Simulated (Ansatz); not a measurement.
Sn(H)2(Br)(NH2) (BrH4NSn), SMILES [SnH2]([NH2])[Br]. Atoms are numbered in the order given.

```xyz
7

Sn    -0.3144     0.6858     0.2600
N     -2.1860    -0.0832     0.1169
Br     1.2925    -1.0046    -0.7157
H     -0.1699     2.0859    -0.7186
H      0.1341     0.8601     1.9054
H     -2.6550    -0.3240     0.9863
H     -2.8299     0.3818    -0.5179
```

Geometry optimised at B3LYP-D3(BJ)/def2-SVP. The structure was generated by enumeration; whether it is a known compound was not checked. The def2 effective core potentials stand for the cores of Sn; spin–orbit coupling is left out. Other conformers were not sampled.

Two levels are set side by side: PBE-D3(BJ)/def2-SVP (Ansatz, a first-principles code) and B3LYP-D3(BJ)/def2-SVP (Ansatz). Each level has its own optimised geometry; the coordinates shown are those of the second. Differences are taken from unrounded values.

```tsv
quantity	B3LYP-D3(BJ)
mean bond length (Å)	1.670
bond Sn1–N2 (Å)	2.028
bond Sn1–Br3 (Å)	2.528
bond Sn1–H4 (Å)	1.714
bond Sn1–H5 (Å)	1.714
bond N2–H6 (Å)	1.017
bond N2–H7 (Å)	1.017
```

Q: What does PBE-D3(BJ) give, and how far is it from B3LYP-D3(BJ)? (Estimate from the structure and the level; the computed values follow.)

A: 
| quantity | PBE-D3(BJ) | PBE-D3(BJ) minus B3LYP-D3(BJ) |
|---|---|---|
| mean bond length (Å) | 1.680 | 0.010 |
| bond Sn1–N2 (Å) | 2.049 | 0.020 |
| bond Sn1–Br3 (Å) | 2.527 | -0.001 |
| bond Sn1–H4 (Å) | 1.726 | 0.012 |
| bond Sn1–H5 (Å) | 1.726 | 0.012 |
| bond N2–H6 (Å) | 1.026 | 0.010 |
| bond N2–H7 (Å) | 1.026 | 0.010 |

GGA bonds tend to be longer and softer than those of functionals with exact exchange. Differences between two approximate levels are no errors against the true value.
